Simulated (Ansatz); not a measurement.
Reaction (redistribution): `S[SiH2]BCl` + `OC1(F)BC1` → `FC1([SiH2]S)BC1` + `OBCl`

Program: Ansatz. Geometries: PBE0-D4/def2-TZVP. ΔE: electronic, gas phase. CCSD(T)/CBS adds triple-zeta CCSD(T) − MP2 to the extrapolated MP2 energy (def2 sets, frozen cores). This one scheme is used for every species. DFT in def2-TZVPP. One conformer a species, not always the lowest.

CCSD(T)/CBS gives -2.33 eV.

(1) Another level gave -2.25 eV. Which?
A. PBE0/def2-TZVPP
B. MP2/def2-TZVPP
C. B2PLYP/def2-TZVPP
D. HF/def2-TZVPP

Largest T1 diagnostic among the species: 0.013.

Answers

(1) D. HF/def2-TZVPP -2.25, MP2/def2-TZVPP -2.44, PBE0 -2.20, B2PLYP -2.33 eV.

From PBE to PBE0 (25 % exact exchange), in def2-TZVPP and without D4, ΔE moves by −0.04 eV. In def2-TZVPP, CCSD(T) changes the Hartree–Fock value by −0.06 eV (the triples alone add −0.01 eV) and MP2 by −0.18 eV.
